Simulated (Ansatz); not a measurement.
The same path of C₂H₅FSSi (10 atoms, charge 0, multiplicity 1) was run twice with different band settings. The coordinate that changes most is the dihedral F1–Si2–S3–H6.

The calculation used Ansatz, RKS PBE-D4/6-31G.

Relaxed end points:

```xyz
10
Properties=species:S:1:pos:R:3
F -1.019 -0.888 1.719
Si 0.190 -1.587 0.677
S 2.099 -0.621 1.569
C -0.597 -0.107 -1.415
C -0.297 1.007 -0.698
H 1.527 0.306 2.436
H -1.596 -0.556 -1.386
H 0.104 -0.533 -2.140
H -1.013 1.444 0.004
H 0.686 1.484 -0.764
```

```xyz
10
Properties=species:S:1:pos:R:3
F -1.406 -0.929 1.429
Si 0.177 -1.393 0.874
S 1.376 0.074 2.226
C -0.570 -0.133 -1.416
C -0.314 1.016 -0.738
H 2.624 -0.484 1.970
H -1.529 -0.651 -1.314
H 0.128 -0.537 -2.156
H -1.028 1.418 -0.013
H 0.623 1.566 -0.859
```

Common settings: movable images 5; climbing image yes; optimiser quadratic models (default); start path IDPP; force threshold 0.05 eV/Å; end points relaxed.

| run | spring | iteration limit |
| --- | --- | --- |
| 1 | 5.0 eV/Å² | 31 |
| 2 | 50.0 eV/Å² | 39 |

(1) What does each run give, and how far can it be trusted?

Results:

(1) Run 1: converged after 16 iterations, highest image 0.272 eV above the first end. A vibrational analysis at the climbing image gives one clearly imaginary mode, 280i cm⁻¹: a first-order saddle point.
Run 2: converged after 16 iterations, highest image 0.271 eV above the first end. Another band between the same ends (5 images) ends at a top of the same energy, where a vibrational analysis finds 1 clearly imaginary mode.
Limits of this set-up: no polarisation functions.
